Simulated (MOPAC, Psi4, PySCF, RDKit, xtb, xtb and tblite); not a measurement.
Two geometries of SMILES C#CCCC(=O)OC, relaxed at GFN2-xTB with one dihedral held; other torsions can differ between them too.

Structure A

```
16

C      3.9881    -0.1452    -0.0256
C      2.8486    -0.4611     0.1565
C      1.4617    -0.8179     0.3669
C      0.5143     0.2865    -0.1161
C     -0.8073    -0.2781    -0.5865
O     -1.0226    -1.4289    -0.8578
O     -1.7264     0.6911    -0.6847
C     -3.0082     0.2957    -1.1556
H      4.9914     0.1155    -0.1849
H      1.2949    -1.0287     1.4259
H      1.2437    -1.7309    -0.1967
H      0.3303     1.0376     0.6521
H      0.9558     0.8008    -0.9751
H     -2.9284    -0.1353    -2.1555
H     -3.6161     1.1963    -1.1745
H     -3.4443    -0.4485    -0.4863
```

Structure B

```
16

C     -3.9641    -0.1189    -0.1276
C     -2.8385    -0.4561     0.0975
C     -1.4678    -0.8407     0.3604
C     -0.4971     0.2734    -0.0376
C      0.9355    -0.1221     0.2345
O      1.2965    -1.1572     0.7265
O      1.7756     0.8492    -0.1494
C      3.1595     0.5990     0.0567
H     -4.9556     0.1635    -0.3198
H     -1.3504    -1.0659     1.4237
H     -1.2317    -1.7495    -0.1993
H     -0.7111     1.1888     0.5189
H     -0.5928     0.5103    -1.0995
H      3.4705    -0.2896    -0.4963
H      3.6846     1.4786    -0.3061
H      3.3624     0.4408     1.1178
```

Question: Which is lower in energy at the level B3LYP-D3(BJ)/def2-SVP // GFN2-xTB in Psi4, and by how much?

Answer: B is lower, by 5.00 kJ/mol (dihedral C2–C3–C4–C5: 150° in A, 180° in B).

E(B) − E(A) in kJ/mol at the other levels, on the same two geometries: GFN2-xTB (xtb and tblite) -2.28; MMFF94 // GFN2-xTB (RDKit) -10.82; B3LYP/def2-SVP // GFN2-xTB (Psi4) -4.96; PBE/def2-SVP // GFN2-xTB (Psi4) -4.03; PBE-D3(BJ)/def2-SVP // GFN2-xTB (Psi4) -4.04; UFF // GFN2-xTB (RDKit) -13.59; PM3, restricted, heats of formation // GFN2-xTB (MOPAC) -4.77; AM1, restricted, heats of formation // GFN2-xTB (MOPAC) -2.81; GFN1-xTB // GFN2-xTB (xtb) -2.46; restricted B3LYP/6-31G*, spherical d, density fitting // GFN2-xTB (PySCF) -5.06; restricted Hartree-Fock/6-31G*, spherical d, density fitting // GFN2-xTB (PySCF) -7.32; restricted B3LYP/6-311+G**, spherical d, density fitting // GFN2-xTB (PySCF) -4.79; restricted LDA (SVWN5)/6-31G*, spherical d, density fitting // GFN2-xTB (PySCF) -3.27.
